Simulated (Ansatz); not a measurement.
Two members of one family (BP nanocrystals, H-capped), computed with Ansatz in the gas phase. The two geometries come from different levels. Binding counts from free atoms in the multiplicity of their measured ground term, without zero-point energy. The structures are stationary points that may keep the symmetry of their start.

First: B9P9H24, cut from wurtzite (singlet, charge 0, PBE-D4/def2-SVP geometry).

```xyz
42

B     0.785   -3.577    1.317
P    -0.537   -2.753    2.514
P     1.127   -2.205   -0.039
B    -0.481   -1.777   -1.073
B    -1.089   -0.936    2.051
P    -1.775   -0.977    0.209
P    -0.142   -0.413   -2.437
B    -1.752    0.002   -3.475
B    -2.340    0.832   -0.315
P    -3.004    0.734   -2.150
B     1.911   -0.586    0.739
P     0.533    0.172    1.958
P     2.266    0.787   -0.612
B     0.651    1.193   -1.641
B     0.036    2.014    1.487
P    -0.683    1.889   -0.339
B     3.060    2.398    0.171
P     1.681    3.065    1.400
H     0.278   -4.563    0.800
H     1.802   -3.799    1.958
H    -1.720   -3.544    2.650
H    -0.108   -2.743    3.877
H     2.086   -2.735   -0.956
H    -0.964   -2.784   -1.569
H    -1.908   -0.470    2.826
H    -2.953   -1.787    0.228
H     0.825   -0.954   -3.339
H    -2.231   -1.025   -3.935
H    -1.509    0.869   -4.301
H    -3.155    1.291    0.468
H    -4.248    0.031   -2.127
H    -3.480    2.033   -2.509
H     2.921   -0.849    1.375
H     1.074    0.218    3.281
H     3.218    0.238   -1.526
H     0.874    2.040   -2.493
H    -0.787    2.471    2.263
H    -1.047    3.215   -0.729
H     4.053    2.105    0.823
H     3.245    3.240   -0.697
H     2.168    3.220    2.735
H     1.318    4.420    1.131
```

| level | HOMO (eV) | LUMO (eV) | gap (eV) | binding per atom (eV) |
| --- | --- | --- | --- | --- |
| PBE-D4/def2-SVP | -5.91 | -1.53 | 4.38 | 3.65 |
| PBE0-D4/def2-SVP | -6.99 | -0.76 | 6.23 | 3.62 |

Second: B12P12H32, cut from zinc blende (singlet, charge 0, r2SCAN-D4/def2-SVP geometry).

```xyz
56

B    -2.5704    0.5513    2.8660
B     0.7987   -3.6010    1.7658
B     0.2150   -2.9008   -1.9748
B    -3.0739    1.3607   -0.2353
B    -1.6761   -0.3574   -2.6397
B    -1.1871   -1.1631    0.4293
B     0.6501    0.7192    2.3522
B     1.9934   -0.9745   -0.0577
B     0.0994    1.5397   -0.7540
B    -1.2771    3.2683    1.6764
B     1.5134   -0.1741   -3.1692
B     3.4794    2.0317   -0.7016
P    -0.8835   -2.6142    1.7130
P    -2.7455   -0.1079    1.0276
P    -0.9814    1.7013    2.8198
P    -1.3341   -1.8482   -1.4051
P     2.2611   -2.4252    1.2358
P     1.7143   -1.6427   -1.8872
P    -3.2208    0.6448   -2.0304
P    -1.4926    2.5213   -0.1236
P    -0.0790    0.7867   -2.5581
P     0.3910    0.0440    0.5246
P     3.5301    0.2398    0.0684
P     1.6575    2.7234   -0.6226
H    -3.5648    1.2145    3.0998
H    -2.4126   -0.3996    3.6149
H     1.0058   -3.9766    2.9023
H     0.7367   -4.4871    0.9439
H     0.0567   -3.1980   -3.1445
H     0.3651   -3.8376   -1.2174
H    -4.0699    1.9755    0.0860
H    -1.8284   -0.7786   -3.7688
H     0.8040   -0.2511    3.0835
H     1.6226    1.4652    2.3329
H    -2.3295    3.8080    1.9650
H    -0.3113    4.0145    1.6832
H     1.2607   -0.6686   -4.2518
H     2.4677    0.5760   -3.1509
H     3.7882    1.9279   -1.8666
H     4.2077    2.7481   -0.0432
H    -1.9361   -3.5541    1.5566
H    -1.1981   -2.0873    2.9875
H    -3.8629   -0.9872    0.9199
H    -0.7984    2.1919    4.1403
H    -2.4917   -2.6767   -1.4386
H     3.3430   -3.2243    0.7834
H     2.8574   -1.8389    2.3801
H     2.9021   -2.3528   -2.2179
H    -4.3938   -0.1460   -2.1560
H    -3.5250    1.6797   -2.9557
H    -1.6955    3.5659   -1.0727
H    -0.3202    1.8837   -3.4351
H     3.8791    0.3051    1.4405
H     4.6695   -0.4379   -0.4385
H     1.4648    3.5029    0.5422
H     1.5253    3.7207   -1.6238
```

Problem. Estimate the same table for the second.

Solution. 
```tsv
level	HOMO (eV)	LUMO (eV)	gap (eV)	binding per atom (eV)
PBE-D4/def2-SVP	-5.95	-1.50	4.45	3.65
PBE0-D4/def2-SVP	-7.04	-0.71	6.32	3.63
```
